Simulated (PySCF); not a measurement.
## Continuum solvent and chemical shifts

Numbering as in the mapped SMILES `[CH3:1][CH2:2][C@@H:3]1[CH2:4][CH2:5][CH2:6][AlH:7]1`; H(Xn) means a hydrogen on atom n. Ha(C4), Ha(C5), Ha(C6) are cis to C2 on the ring; Ha(C2) is pro-R; Hb(C2) is pro-S; Hb(C4), Hb(C5), Hb(C6) are trans to C2 on the ring.

GIAO PBE0/pcSseg-1 in PySCF 2.14.0 with density-fitted response routines on one PBE0-D3(BJ)/def2-SVP conformer, non-relativistic, equivalent nuclei averaged. Solvents enter as an IEF-PCM continuum (acetonitrile with ε = 35.7, water with ε = 78.4) around the gas-phase geometry. Shifts are referred to TMS, AlH4- computed in the same medium.

In acetonitrile, δ in ppm: C4 35.3, C3 33.8, C5 29.3, C2 27.0, C1 18.9, C6 12.9, Al7 219.8, H(Al7) 5.37, Ha(C5) 2.17, Ha(C2) 1.89, Hb(C4) 1.73, Hb(C2) 1.47, Ha(C4) 1.38, Hb(C5) 1.23. Dipole moment 0.09 D.

(1) How does each δ change in the more polar medium?

(2) Which nuclei move most (in ppm), and what does the model miss?

## Answers

(1) 
```
 atoms                                                   environment  Δδ, water
    C4                                             sp3 CH2 in a ring        0.0
    C3                                           sp3 CH bonded to Al        0.0
    C5                                             sp3 CH2 in a ring        0.0
    C2                                                       sp3 CH2        0.0
    C1                                                 methyl carbon        0.0
    C6                                          sp3 CH2 bonded to Al        0.0
   Al7              aluminium bonded to 2 C, H, in a 5-membered ring       -0.8
H(Al7)  hydrogen on an aluminium bonded to 2 C, in a 5-membered ring      -0.01
Ha(C5)                              hydrogen on an sp3 CH2 in a ring      -0.01
Ha(C2)                                        hydrogen on an sp3 CH2       0.00
Hb(C4)                              hydrogen on an sp3 CH2 in a ring      -0.01
Hb(C2)                                        hydrogen on an sp3 CH2       0.00
Ha(C4)                              hydrogen on an sp3 CH2 in a ring       0.00
Hb(C5)                              hydrogen on an sp3 CH2 in a ring       0.00
```

Changes are relative to acetonitrile. The dipole moment becomes 0.08 D in water.

(2) Al7 (aluminium bonded to 2 C, H, in a 5-membered ring, -0.8 ppm) in water. A continuum only polarises the solute; specific hydrogen bonds, the anisotropy of aromatic solvents and changes of geometry or conformer are outside it.
